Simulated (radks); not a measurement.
Os4+, 72 electrons, occupied as [Kr] 4d10 4f14 5s1 5p6 5d4 6d1 (not the ground configuration). Method: scalar-relativistic Kohn-Sham, exchange-only B88, spin-polarised, spherical densities, finite nucleus; open shells are filled with parallel spins first (spin-orbit coupling, left out, can overturn this in heavy ions); Fermi nuclear charge, rms radius 5.4126 fm; computed with a radial shooting solver on a logarithmic mesh with Libxc functionals.

Local quantities along the radius. ELF = 1/(1 + alpha^2) is the electron localisation function; alpha = (tau - tau_W)/tau_unif compares the Pauli kinetic energy density with that of the uniform gas (summed over spins); -r V(r) is the screened charge that the Kohn-Sham potential of spin up presents (atomic units); r v_xc is r times the local exchange-correlation potential of spin up (hartree bohr); s = |grad rho|/(2 (3 pi^2)^(1/3) rho^(4/3)) is the reduced gradient. tau is taken from the large components.

r (bohr),ELF,alpha,-r V(r),r v_xc,s
0.001949,0.999,0.02876,75.11,-0.1924,0.6733
0.002642,0.999,0.03418,74.78,-0.2299,0.6222
0.003609,0.998,0.04367,74.31,-0.2767,0.5945
0.00493,0.996,0.06092,73.68,-0.3309,0.5902
0.006682,0.991,0.09381,72.88,-0.3879,0.6086
0.009129,0.973,0.1673,71.79,-0.4448,0.6504
0.01237,0.897,0.3390,70.42,-0.4909,0.7046
0.0169,0.636,0.7559,68.62,-0.5234,0.7236
0.02291,0.359,1.336,66.40,-0.5493,0.5869
0.03129,0.400,1.226,63.58,-0.6250,0.3384
0.04241,0.657,0.7220,60.25,-0.7743,0.2904
0.05794,0.731,0.6059,56.12,-0.8823,0.4060
0.07853,0.486,1.028,51.38,-0.8994,0.4791
0.1073,0.373,1.295,45.85,-0.9498,0.2687
0.1454,0.668,0.7048,40.00,-1.164,0.2525
0.1986,0.630,0.7666,33.61,-1.188,0.4739
0.2714,0.270,1.643,27.09,-1.074,0.3441
0.3678,0.614,0.7926,21.04,-1.352,0.1802
0.5024,0.685,0.6785,15.46,-1.397,0.4243
0.6809,0.380,1.277,11.37,-1.190,0.6056
0.9302,0.414,1.191,8.565,-1.166,0.4779
1.261,0.632,0.7633,6.791,-1.170,0.6589
1.722,0.422,1.170,5.662,-0.9477,1.214
2.334,0.058,4.039,5.021,-0.6772,1.797
3.189,0.057,4.071,4.770,-0.6342,0.9825
4.322,0.077,3.469,4.590,-0.5598,2.093
5.904,0.011,9.477,4.368,-0.3655,6.405
8.002,0.000,75.39,4.218,-0.2184,28.15

On this mesh the ELF has minima near r = 0.027, 0.092, 0.27, 0.79, 2.7 bohr, which separate the shells, and maxima near 0.050 (0.73), 0.17 (0.72), 0.43 (0.71), 1.3 (0.63).

Self-consistent cycle (total energy in hartree, residual of the potential): 1: -17203.01095, 2e+01; 2: -17232.59391, 1e+01; 3: -17239.85931, 1e+00; 4: -17239.75583, 2e+00; 5: -17240.00549, 1e-01; 6: -17240.01342, 5e-02; 7: -17240.01352, 4e-02; 8: -17240.01375, 3e-03; 9: -17240.01375, 1e-03; 10: -17240.01376, 9e-05; 11: -17240.01376, 2e-05; 12: -17240.01376, 3e-05; 13: -17240.01376, 5e-08; 14: -17240.01376, 2e-08; 15: -17240.01376, 1e-08.
